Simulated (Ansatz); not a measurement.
Cost and result for the atomization energy of C₂H₃ClGe, SMILES `Cl[C]1=[CH][GeH2]1` (7 atoms, 7 bonds).

Z-matrix (Å, degrees):
```
Ge
C 1 1.904
C 1 1.924 2 40.3
H 1 1.531 2 120.3 3 -102.3
H 1 1.531 2 120.3 3 102.3
Cl 2 1.703 1 153.3 3 -180.0
H 3 1.082 1 152.5 2 180.0
```

Total charge 0; spin multiplicity 1. Correlated methods include outer-core shells of Ge, which these sets cover unevenly. Scalar relativity is left out up to krypton. Geometry: relaxed with PBE0-D4/def2-TZVP. Program: Ansatz. All runs use 2 threads of an Arm Neoverse V1 on a shared host. Times are those of one run each, without the atoms' runs, and a repeat can differ threefold. Electronic energies, without spin–orbit coupling; frozen cores. CCSD(T)/CBS adds CCSD(T) − MP2 in def2-TZVPP to the MP2 limit, and its time is that of the two runs behind it. T1 = 0.013. With those shells the extrapolation isn't a true limit.

CCSD(T)/CBS is a level of theory with its own doubt, some kJ/mol a heavy atom from the limit and from the frozen cores, so smaller differences don't rank the functionals.

| level | functions | wall time | atomization (kcal/mol) | difference from CCSD(T)/CBS | per bond |
| --- | --- | --- | --- | --- | --- |
| LDA (SPW92)/def2-TZVPP | 194 | 1.5 s | 659.8 | 99.6 | 14.2 |
| BLYP-D4/def2-TZVPP | 194 | 2.4 s | 555.7 | -4.5 | -0.6 |
| CCSD(T)/def2-SVP | 93 | 2.8 s | 525.0 | -35.2 | -5.0 |
| PBE-D4/def2-TZVPP (with forces) | 194 | 3.1 s | 579.3 | 19.1 | 2.7 |
| r2SCAN-D4/def2-TZVPP (with forces) | 194 | 6.5 s | 565.0 | 4.8 | 0.7 |
| B2PLYP/def2-TZVPP | 194 | 7 s | 551.2 | -9.0 | -1.3 |
| PBE-QIDH/def2-TZVPP | 194 | 7 s | 560.7 | 0.5 | 0.1 |
| ωB97X-V/def2-TZVPP | 194 | 11 s | 560.6 | 0.4 | 0.1 |
| B97M-V/def2-TZVPP | 194 | 12 s | 567.9 | 7.7 | 1.1 |
| ωB97M-V/def2-TZVPP (with forces) | 194 | 15 s | 558.1 | -2.1 | -0.3 |
| MP2/def2-QZVPP | 363 | 26 s | 568.4 | 8.2 | 1.2 |
| CCSD(T)/def2-TZVPP | 194 | 35 s | 545.3 | -14.9 | -2.1 |
| CCSD(T)/CBS(def2) | – | 61 s | 560.2 | 0.0 | 0.0 |

In def2-TZVPP, CCSD(T) changes the Hartree–Fock value by +164.3 kcal/mol (the triples alone add +13.9 kcal/mol) and MP2 by +178.7 kcal/mol; breaking electron pairs costs correlation energy, which Hartree–Fock lacks. Leaving LDA and LC-ωPBE aside and taking each functional with its dispersion term where it has one, the values, not all of them listed here, spread over 45.6 kcal/mol, from BHLYP-D4 to PBE-D4. LDA lies +84.3 kcal/mol from PBE without D4, its usual overbinding. From BLYP to BHLYP (50 % exact exchange), in def2-TZVPP and without D4, the atomization energy moves by −18.7 kcal/mol: exact exchange takes away binding that semilocal exchange gives to molecules.
